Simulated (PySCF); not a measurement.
Precursor series Hf F-OH. Gas-phase values, no solvent. One relaxed conformer stands for each flexible species; it need not be the lowest.

Method: PySCF with B3LYP-D3(BJ)/def2-TZVP // BP86-D3(BJ)/def2-SVP. B3LYP has the VWN-RPA correlation part, as in Gaussian. 

```
species                                  HOMO–LUMO gap (eV)  mean distance from the central atom to its bonded neighbours (Å)  LUMO (eV)  charge on the central atom (Mulliken) (e)  coordination number
---------------------------------------  ------------------  ----------------------------------------------------------------  ---------  -----------------------------------------  -------------------
0 of 4 F replaced by OH ([Hf(F)4])                    10.50                                                             1.915      -1.35                                       1.73                    …
2 of 4 F replaced by OH ([Hf(F)2(OH)2])                8.51                                                             1.929          …                                          …                    4
3 of 4 F replaced by OH ([Hf(F)(OH)3])                 8.10                                                             1.936      -0.48                                       1.67                    4
4 of 4 F replaced by OH ([Hf(OH)4])                       …                                                                 …      -0.23                                       1.64                    4
```

Q: Some entries are withheld; supply them.

A: 
- 0 of 4 F replaced by OH ([Hf(F)4]), coordination number: 4
- 2 of 4 F replaced by OH ([Hf(F)2(OH)2]), LUMO (eV): -0.74
- 2 of 4 F replaced by OH ([Hf(F)2(OH)2]), charge on the central atom (Mulliken) (e): 1.69
- 4 of 4 F replaced by OH ([Hf(OH)4]), HOMO–LUMO gap (eV): 7.89
- 4 of 4 F replaced by OH ([Hf(OH)4]), mean distance from the central atom to its bonded neighbours (Å): 1.942
